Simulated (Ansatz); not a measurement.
All values below come from frozen-core CCSD(T)/cc-pVQZ // PBE0-D3(BJ)/def2-TZVP run with Ansatz (a quantum-chemistry and plane-wave program). The geometry is that of the parent before the electron was removed.

Ansatz 0.2 input:
```yaml
crystal:
  periodic: [false, false, false]
  atoms:
    - { symbol: Al, position_ang: [-0.646579, -0.067185, -0.044232] }
    - { symbol: S, position_ang: [1.421261, -0.733035, 0.155566] }
    - { symbol: H, position_ang: [-0.942752, 1.481067, -0.156658] }
    - { symbol: H, position_ang: [-1.751245, -1.194932, -0.062393] }
    - { symbol: H, position_ang: [1.919318, 0.514085, 0.107716] }
basis:
  gaussian: { orbitals: cc-pVQZ }
correlation:
  method: ccsd_t
total_charge: 1
magnetization:
  spin_polarized: true
  initial_magnetization: 1
```

Output:

```
Functional definition: HF
1223 factors; integrals over basis functions are off by at most 7.8e-4 eV
mean field evaluation 1: about -17435.5608 eV, gradient 2.0e1 eV
mean field evaluation 2: about -17435.5621 eV, gradient 2.0e1 eV
mean field evaluation 4: about -17438.7536 eV, gradient 2.6e0 eV
mean field evaluation 8: about -17438.9181 eV, gradient 2.4e-1 eV
mean field evaluation 16: about -17438.9225 eV, gradient 6.7e-2 eV
mean field evaluation 32: about -17435.5604 eV, gradient 2.0e1 eV
mean field evaluation 64: about -17438.9207 eV, gradient 1.0e-1 eV
mean field evaluation 96: about -17438.9103 eV, gradient 5.9e-1 eV
mean field evaluation 128: about -17440.2216 eV, gradient 7.3e0 eV
mean field evaluation 160: about -17438.9380 eV, gradient 2.0e-1 eV
mean field evaluation 192: about -17438.9292 eV, gradient 1.9e-1 eV
mean field evaluation 224: about -17439.4773 eV, gradient 7.7e-4 eV
mean field evaluation 256: about -17439.4770 eV, gradient 7.6e-2 eV
mean field evaluation 288: about -17435.6835 eV, gradient 1.5e-2 eV
mean field evaluation 320: about -17434.9314 eV, gradient 7.5e0 eV
mean field -17440.65107015 eV, -640.9321051302 hartree, gradient 1.5e-6 eV, S^2 0.763650; 5 other end points of the search recorded, 0 dependent functions left out
determinant -17440.65107015 eV, -640.9321051302 hartree, with singles and doubles -17448.34336070 eV, -641.2147915937 hartree
determinant -17439.47727299 eV, -640.8889688802 hartree, with singles and doubles -17447.37916569 eV, -641.1793580809 hartree
10 core orbitals not correlated
reference -17440.65107015 eV, -640.9321051302 hartree; 6, 5 occupied and 192, 193 virtual orbitals, 1223 factors
second order -6.43652467 eV of doubles, -0.00000000 eV of singles
cycle   1  -7.43800443 eV  change   -6.2e-1 eV  update   2.3e-2
cycle   2  -7.45593578 eV  change   -1.8e-2 eV  update   5.1e-3
cycle   3  -7.45729473 eV  change   -1.4e-3 eV  update   2.0e-3
cycle   4  -7.45827858 eV  change   -9.8e-4 eV  update   5.8e-4
cycle   5  -7.45849722 eV  change   -2.2e-4 eV  update   2.0e-4
cycle   6  -7.45852444 eV  change   -2.7e-5 eV  update   8.2e-5
cycle   7  -7.45854640 eV  change   -2.2e-5 eV  update   5.5e-5
cycle   8  -7.45855065 eV  change   -4.3e-6 eV  update   4.2e-5
cycle   9  -7.45853599 eV  change    1.5e-5 eV  update   2.8e-5
cycle  10  -7.45853533 eV  change    6.6e-7 eV  update   1.5e-5
cycle  11  -7.45853963 eV  change   -4.3e-6 eV  update   8.1e-6
perturbative correction -0.25224806 eV, -0.0092699451 hartree
Total energy: -17448.36185784 eV, -641.2154713511 hartree
```

Cost: roughly 13 core-minutes.
